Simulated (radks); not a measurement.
Pb XXV, configuration [Kr] 4d9 4f12 5s1 (not the ground configuration).

Calculated with a radial shooting solver on a logarithmic mesh with Libxc functionals: scalar-relativistic Kohn-Sham, LDA (Slater exchange, Perdew-Wang correlation), spin-polarised, spherical densities, finite nucleus; open shells are filled with parallel spins first (spin-orbit coupling, left out, can overturn this in heavy ions); Fermi nuclear charge, rms radius 5.5012 fm.

Energy parts (hartree):
part                       energy
total                 -20607.2961
kinetic                23298.4504
electron-nucleus      -49994.3361
Hartree                 6437.2098
exchange-correlation    -348.6203

Orbitals (lengths in bohr, moments of r in powers of bohr; r(max) is where P^2 peaks):
orbital  occ.  eigenvalue (hartree)      <r^2>    r(max)
1s up       1             -3259.609  0.0003579  0.009855
1s down     1             -3259.594  0.0003579  0.009855
2s up       1             -603.7952   0.005426   0.05720
2s down     1             -603.7491   0.005425   0.05720
2p up       3             -521.9718   0.004617   0.04761
2p down     3             -521.9318   0.004616   0.04761
3s up       1             -163.5621    0.03482    0.1612
3s down     1             -163.4597    0.03480    0.1612
3p up       3             -140.0729    0.03602    0.1612
3p down     3             -139.9680    0.03599    0.1612
3d up       5             -116.0871    0.02978    0.1311
3d down     5             -115.9911    0.02975    0.1311
4s up       1             -55.09304     0.1616    0.3598
4s down     1             -54.90277     0.1617    0.3598
4p up       3             -47.22808     0.1824    0.3784
4p down     3             -47.04177     0.1825    0.3784
4d up       5             -38.16145     0.1976    0.3815
4d down     4             -37.97477     0.1976    0.3816
4f up       7             -28.19730     0.1978    0.3354
4f down     5             -28.00716     0.1980    0.3354
5s up       1             -25.63961     0.6064    0.7257
5s down     0             -25.45957     0.6076    0.7258
5p up       0             -22.77983     0.6980    0.7794
5p down     0             -22.60445     0.7006    0.7798
6s up       0             -14.98237      1.667     1.265
6s down     0             -14.89973      1.682     1.270

The highest occupied level is 5s up at -697.69 eV. Summed over all electrons, <r^2> = 6.800 bohr^2, which gives a Langevin (diamagnetic) susceptibility term of -5.39 x 10^-6 cm^3/mol. The density falls to 0.001 e/bohr^3 at r = 1.47 bohr. The electron density at the nucleus is 2.942e+06 e/bohr^3 (large components only). The spin density at the nucleus is 3254 e/bohr^3 (1s 8, 2s -10, 3s -25, 4s 11, 5s 3270). Spin moment in Bohr magnetons: 4.
